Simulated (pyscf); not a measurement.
Single points on ωB97X-D3(BJ)/def2-SVP structures (PySCF, gas phase). Correlated levels are frozen-core, on RHF or UHF. ΔMP2 is the change of the MP2 total energy from the triple- to the quadruple-zeta basis.

Q: For the elementary gas-phase step •O–GaH–OH → [HO–Ga–OH]• (doublet surface; Ga–H broken, H–O formed), what barrier and reaction energy does CCSD(T)/def2-TZVPP + ΔMP2(QZVPP) give, measured from the reactant's lowest minimum found?

A: ΔE‡ = 93.3 kJ/mol, ΔE = -163.8 kJ/mol. Zero-point energy shifts the barrier by -7.0 kJ/mol. It is a hydrogen shift, with an imaginary mode of 1428i cm⁻¹. One saddle was located; it need not be the lowest between these sides. The CCSD(T) − MP2 part came from Ansatz, without density fitting, on the same reference. The frozen core leaves the outer d or s,p core shells of the metals and heavy elements correlated in the MP2 and CC values, and def2-TZVPP describes them poorly, which can shift differences by a few kcal/mol. Elements up to Kr have no core potential and no relativistic terms here.
